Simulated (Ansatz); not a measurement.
Consider the redistribution: `BO[SiH](C)Br` + `C[SiH](O)[SiH3]` → `C[SiH](C)Br` + `BO[SiH](O)[SiH3]`.

Computed with Ansatz on PBE0-D4/def2-TZVP structures; ΔE is electronic, products minus reactants. CCSD(T)/CBS is the MP2 limit (def2-TZVPP, def2-QZVPP) plus CCSD(T) − MP2 in def2-TZVPP, frozen cores. DFT in def2-TZVPP. For Br outer-core shells are correlated without core-valence functions, which leaves a few kJ/mol of doubt a bond. Scalar relativity is left out up to krypton. One conformer a species, not always the lowest.

| species | r2SCAN energy (Eh) |
| --- | --- |
| `BO[SiH](C)Br` | -3005.52405 |
| `C[SiH](O)[SiH3]` | -697.12773 |
| `C[SiH](C)Br` | -2944.09752 |
| `BO[SiH](O)[SiH3]` | -758.55752 |

Problem. Work out ΔE.

Solution. ΔE = (-2944.09752) + (-758.55752) − (-3005.52405) − (-697.12773) = -0.00326 Eh = -0.09 eV. CCSD(T)/CBS gives -0.10 eV.

Largest T1 diagnostic among the species: 0.014.
